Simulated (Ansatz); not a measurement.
**What each rung costs, and what it gives**

Saddle point of CH7NZn, singlet (CH₄Zn ([CH3][ZnH]) + NH₃ → CH₅NZn ([CH3][Zn][NH2]) + H₂; bonds formed: H2–H4; dative contacts that become bonds: Zn1–N5; bonds broken: Zn1–H2, H4–N5), PBE0-D4/def2-TZVP structure:

```csv
atom,x (Å),y (Å),z (Å)
Zn1,-0.0286,0.0884,-0.0501
H2,-1.0157,-0.0080,-1.7265
C3,0.5357,1.6417,0.9755
H4,-0.8131,-0.9546,-1.4220
N5,-0.2634,-1.8312,-0.5253
H6,1.0507,2.3560,0.3291
H7,-0.3345,2.1460,1.4028
H8,1.2066,1.3647,1.7909
H9,0.5379,-2.3852,-0.8036
H10,-0.8756,-2.4180,0.0292
```

Barriers are electronic and count from the start structure reached by relaxing down the imaginary mode.

Ansatz 0.2.0; basis: as named in each row; cores frozen in the correlated methods. The 3s and 3p shells of Cu and Zn are frozen; filled d shells are correlated. B3LYP uses VWN-RPA correlation. Extrapolation: Hartree–Fock as exp(−7.88 √X), correlation as X^−2.97.

Times are rough, for one single point on 4 threads of a shared host (Arm Neoverse V2).

The estimate by CCSD(T) at an estimated basis limit (MP2 extrapolated from triple and quadruple zeta, plus CCSD(T) − MP2 in triple zeta) is 151.2 kJ/mol.

```tsv
method	basis	time (s)	barrier (kJ/mol)	method less estimate
SPW92	def2-SVP	under 1	106.8	-44.3
HF	STO-3G	under 1	258.1	106.9
PBE-D4	def2-SVP	under 1	121.2	-29.9
B3LYP-D4	6-31G	under 1	136.3	-14.9
PBE0-D4	def2-SVP	under 1	136.7	-14.4
SPW92	def2-TZVPP	under 1	116.1	-35.0
PBE-D4	def2-TZVPP	1	130.0	-21.1
BLYP-D4	def2-TZVPP	2	137.5	-13.7
B3LYP-D4	def2-TZVPP	2	147.0	-4.1
BHLYP-D4	def2-TZVPP	2	161.4	10.3
PBE0-D4	def2-TZVPP	2	142.1	-9.0
CAM-B3LYP-D4	def2-TZVPP	2	152.2	1.1
CCSD(T)	def2-SVP	2	157.3	6.1
r2SCAN-D4	def2-TZVPP	3	139.4	-11.8
r2SCAN0-D4	def2-TZVPP	3	147.7	-3.5
RPA on PBE	def2-TZVPP	3	152.9	1.8
B2PLYP	def2-TZVPP	3	150.5	-0.7
wB97M-V	def2-SVP	4	147.9	-3.2
PBE-QIDH	def2-TZVPP	4	150.2	-0.9
PBE-D4	STO-3G	4	116.4	-34.7
wB97X-V	def2-TZVPP	5	154.9	3.8
B97M-V	def2-TZVPP	6	152.7	1.6
wB97M-V	def2-TZVPP	6	155.1	4.0
MP2	def2-QZVPP	12	147.5	-3.7
CCSD(T)	def2-TZVPP	65	154.2	3.1
```

All methods are single points on the PBE0-D4 structures.

No T1 diagnostic of these runs exceeds 0.014.

The step is the kind of exchange with an N–H group that builds nitride films in atomic layer and chemical vapour deposition.

Labels in which every atom is bracketed show which atoms are joined, not bond orders.
